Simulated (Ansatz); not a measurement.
Isolated molecules relaxed with PBE0-D4/def2-TZVP in Ansatz; ΔE leaves out vibrations. CBS: MP2 limit from def2 TZ/QZ plus the TZ coupled-cluster correction, frozen cores. This one scheme is used for every species. DFT in def2-TZVPP. B3LYP here is the variant with VWN-RPA as its local correlation; programs differ in this. One conformer a species, not always the lowest.

`C=[C](Cl)[AlH][SiH3]` + BH₃ → `[BH2][AlH][SiH3]` + `C=CCl`  (formal exchange of groups at the Al–C bond)

| level | ΔE (kJ/mol) | difference from CCSD(T)/CBS |
| --- | --- | --- |
| PBE-D4 | 27.1 | -13.8 |
| r2SCAN-D4 | 34.1 | -6.8 |
| PBE0-D4 | 30.3 | -10.6 |
| B3LYP-D4 | 40.0 | -0.9 |
| ωB97M-V | 41.3 | 0.4 |
| B2PLYP | 39.9 | -1.0 |
| PBE | 22.0 | -18.9 |
| r2SCAN | 32.7 | -8.2 |
| B3LYP | 31.8 | -9.1 |
| HF/def2-TZVPP | 39.2 | -1.7 |
| CCSD(T)/def2-TZVPP | 39.6 | -1.3 |
| HF/def2-QZVPP | 39.6 | -1.3 |
| MP2/def2-QZVPP | 51.6 | 10.7 |
| HF/CBS(def2) | 39.6 | -1.3 |
| MP2/CBS(def2) | 52.0 | 11.1 |
| CCSD/CBS(def2) | 38.5 | -2.4 |
| CCSD(T)/CBS | 40.9 | 0 |

Largest T1 diagnostic among the species: 0.013.

From PBE to PBE0 (25 % exact exchange), in def2-TZVPP and without D4, ΔE moves by +3.7 kJ/mol. The D4 term adds +8.2 kJ/mol with B3LYP and +4.6 kJ/mol with PBE0; it sums over pairs of atoms, weighted by their polarisabilities, and B3LYP, whose exchange is more repulsive, gets the larger term.
